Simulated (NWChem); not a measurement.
# PbHBr, singlet; SMILES [PbH][Br]

Low-valent species are run as closed-shell singlets; no triplet was tried in these runs. This build's default masses of Se (78.918 u) and Br (79.917 u) are each other's, which moves their modes by up to 0.6 %. def2 effective core potentials on Pb; no spin-orbit coupling.

Give the equilibrium geometry at PBE0/def2-SVP with def2 effective core potentials on Pb (NWChem) as a list of bonds and angles, with the point group.

point group Cs; any orientation.
Bonded distances (Å): Pb1–H2 1.860, Pb1–Br3 2.635. Bond angles (°): H2–Pb1–Br3 93.6.
